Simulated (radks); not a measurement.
Question: The table gives one normalised radial function P(r) = r R(r) of Nd in [Xe] 4f4 6s2 (r in bohr). Calculated with a radial shooting solver on a logarithmic mesh with Libxc functionals: scalar-relativistic Kohn-Sham, PBE, spin-polarised, spherical densities, finite nucleus; open shells are filled with parallel spins first (spin-orbit coupling, left out, can overturn this in heavy ions); Fermi nuclear charge, rms radius 4.9123 fm.

| r | P |
|---|---|
| 0.001141 | 0.0000 |
| 0.001558 | 0.0000 |
| 0.002112 | 0.0000 |
| 0.002885 | 0.0000 |
| 0.003941 | 0.0001 |
| 0.005385 | 0.0001 |
| 0.007356 | 0.0003 |
| 0.00997 | 0.0007 |
| 0.01362 | 0.0016 |
| 0.01861 | 0.0036 |
| 0.02542 | 0.0078 |
| 0.03473 | 0.0163 |
| 0.04707 | 0.0317 |
| 0.0643 | 0.0577 |
| 0.08784 | 0.0938 |
| 0.12 | 0.1298 |
| 0.1626 | 0.1398 |
| 0.2222 | 0.0903 |
| 0.3035 | -0.0312 |
| 0.4147 | -0.1709 |
| 0.5665 | -0.2176 |
| 0.7678 | -0.1007 |
| 1.049 | 0.1427 |
| 1.433 | 0.3887 |
| 1.958 | 0.5281 |
| 2.675 | 0.5329 |
| 3.625 | 0.4550 |
| 4.952 | 0.3332 |
| 6.765 | 0.1930 |
| 9.242 | 0.0850 |
| 12.63 | 0.0254 |

Which n and l does it have? It may be an empty orbital.

Answer: n = 5, l = 2: the number of nodes gives n - l - 1 = 2, the rise at small r (about r^(l+1), flatter next to the nucleus through relativity) gives l, and the extent must fit the shell. The curve is that of 5d down; the table hardly tells the two spins apart. 5d down (empty): eigenvalue -1.633 eV, 2 radial nodes at r = 0.284, 0.884 bohr, <r> = 3.52 bohr, 90 % of the charge inside 5.88 bohr.
